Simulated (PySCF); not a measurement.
## Cr²⁺ (chromium, charge +2) across methods

[Ar] 3d3 4p1, one real determinant (an excited configuration). All numbers are calculated (PySCF 2.14, scalar relativity by spin-free X2C-1e, in x2c-TZVPPall). The B2PLYP total includes its PT2 part (frozen core); its orbital energies are those of the SCF part.

```csv
method,E (hartree),mean ε 3p β (eV),mean ε 3d α (eV),mean ε 4p α (eV),Σ⟨r²⟩ (bohr²),⟨S²⟩
PW91,-1049.515,-71.900,-31.205,-16.672,23.44,6.000
B2PLYP,-1049.212,-77.601,-36.267,-17.706,23.71,6.001
PBE0,-1049.260,-74.804,-33.678,-17.248,23.54,6.001
PBE,-1049.221,-71.807,-31.099,-16.618,23.48,6.000
r2SCAN,-1049.438,-72.664,-31.780,-16.648,23.46,6.001
M06,-1049.411,-75.116,-33.221,-17.036,23.52,6.000
LDA,-1047.103,-71.886,-31.132,-16.640,23.38,6.000
CAM-B3LYP,-1049.516,-76.196,-35.125,-18.251,23.50,6.001
UHF,-1048.46554,-82.274,-40.721,-18.685,24.11,6.002
```

⟨L²⟩ = 14.00 against 20 for a pure G term, so this real determinant mixes terms.
